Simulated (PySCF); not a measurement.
Simulation results for GeH₃OSi

All values are calculated (PySCF 2.14.0). Calculation on a computer-drawn molecule: the log of a Hartree-Fock and frozen-core CCSD(T) single point meant for a local Hartree-Fock minimum, with one planted fault or none, to be diagnosed. Offsets are logged minus clean, where the clean run is the same molecule without the fault. The reference is restricted for singlets and unrestricted otherwise, and also for a bond in bohr or an excited solution. Adding or removing an electron swaps singlet and doublet. The excited solution moves the top pair (singlet) or top alpha electron (doublet) to the lowest empty orbital. Highest occupied and lowest empty are orbital energies over both spins, largest force is the largest gradient component, triples share is (T) over the correlation energy, the T1 limit is 0.02 restricted and 0.045 unrestricted, electrons count all cores, a negative frequency is imaginary (commonest isotopes), and the dipole is about the centre of nuclear charge; on germanium a core potential holds 10 electrons, which the energies leave out, and 3d is frozen in MP2 and coupled-cluster steps.

Entry: GeH₃OSi

Logged structure:
```xyz
6
GeH3OSi
O     -1.0425     2.1645     2.0993
Si    -0.9650     0.7186     1.6029
Ge     0.4067    -1.1894     2.1219
H     -2.1459     0.3132     0.7365
H      1.8078    -0.4606     2.2066
H      0.4712    -1.6196     0.5905
```

* meant charge: -1
* meant multiplicity: 1
* meant basis: aug-cc-pV(D+d)Z
* meant basis and core potential on germanium: aug-cc-pVDZ-PP ECP10MDF
* logged electrons: 58
* logged basis functions: 114
* logged SCF converged: yes
* logged spin squared: 2.0202
* logged highest occupied: -0.84954 eV
* logged lowest empty: 3.2972 eV
* logged largest force: 0.038972 hartree/bohr
* logged T1 diagnostic: 0.031565
* logged D1 diagnostic: 0.13272
* logged triples share: 0.039129
* logged CC converged: yes
* logged dipole magnitude: 6.6624 debye
* logged SCF stable within its kind: yes
* logged energy HF: -658.87768 hartree
* logged energy CCSD(T): -659.32417 hartree
* possible faults: no fault, one electron removed, one electron added, multiplicity raised by two, geometry at a saddle point, SCF held on an excited solution, minimal basis STO-3G, one bond length entered in bohr, all coordinates scaled
* planted fault: ?

Drawn bonds:
| atom | other atom | order |
| --- | --- | --- |
| 1 | 2 | 2 |
| 2 | 3 | 1 |
| 2 | 4 | 1 |
| 3 | 5 | 1 |
| 3 | 6 | 1 |

To be estimated
1. GeH₃OSi: planted fault?

## Answers
1. multiplicity raised by two

Further results for GeH₃OSi:

- HF energy offset from clean run: 49.1 kcal/mol
- CCSD(T) energy offset from clean run: 60.09 kcal/mol
